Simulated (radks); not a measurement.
The sulfur ion S1.5+, 14.5 electrons, occupied as [Ne] 3s2 3p2.5 (fractional occupations, a model configuration). Calculated with a radial shooting solver on a logarithmic mesh with Libxc functionals: scalar-relativistic Kohn-Sham, r2SCAN, spin-unpolarised, spherical densities, finite nucleus; meta-GGA in the generalised Kohn-Sham scheme; Fermi nuclear charge, rms radius 3.2611 fm.

Normalised radial functions P(r) = r R(r), r in bohr:

```
   r/bohr * 3s (the largest magnitude, 0.86, reaches the edge; | marks zero)
  0.01039                             |  *
  0.01331                             |   *
  0.01692                             |    *
  0.02151                             |    *
  0.02735                             |     *
  0.03477                             |      *
   0.0442                             |      *
  0.05618                             |      *
  0.07142                             |     *
   0.0908                             |   *
   0.1154                             | *
   0.1479                           * |
    0.188                      *      |
    0.239                  *          |
   0.3039                *            |
   0.3863                 *           |
   0.4911                      *      |
   0.6243                             | *
   0.7936                             |           *
    1.009                             |                     *
    1.283                             |                          *
     1.63                             |                         *
    2.089                             |                  *
    2.656                             |           *
    3.377                             |    *
    4.293                             | *
    5.457                             *
```

3s: eigenvalue -34.028 eV, 2 radial nodes at r = 0.129, 0.598 bohr, <r> = 1.62 bohr, 90 % of the charge inside 2.42 bohr.
